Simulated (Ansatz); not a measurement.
Calculated with Ansatz (gas phase, PBE0-D4/def2-TZVP geometries, no zero-point term in ΔE). CCSD(T)/CBS adds triple-zeta CCSD(T) − MP2 to the extrapolated MP2 energy (def2 sets, frozen cores). Functionals use def2-TZVPP. def2 core potentials past Kr. For Ge, Sn outer-core shells are correlated without core-valence functions, which leaves a few kJ/mol of doubt a bond. Scalar relativity is left out up to krypton. Each species was taken in one conformer, which may not be the lowest.

`S=C[SiH2][SnH3]` + `F[CH]1[O][GeH2]1` → `[SnH3][CH]1[O][GeH2]1` + `F[SiH2]C=S`  (redistribution)

| level | ΔE (kJ/mol) | difference from CCSD(T)/CBS |
| --- | --- | --- |
| PBE-D4 | -101.8 | 45.1 |
| ωB97M-V | -132.4 | 14.5 |
| B2PLYP | -137.2 | 9.7 |
| r2SCAN | -119.0 | 27.9 |
| HF/def2-TZVPP | -145.3 | 1.6 |
| SCS-MP2/def2-TZVPP | -156.1 | -9.2 |
| CCSD(T)/def2-TZVPP | -142.9 | 4.0 |
| HF/def2-QZVPP | -147.9 | -1.0 |
| MP2/def2-QZVPP | -159.6 | -12.7 |
| HF/CBS(def2) | -148.2 | -1.3 |
| CCSD(T)/CBS | -146.9 | 0 |

Largest T1 diagnostic among the species: 0.015.

From PBE to PBE0 (25 % exact exchange), in def2-TZVPP and without D4, ΔE moves by −10.5 kJ/mol.
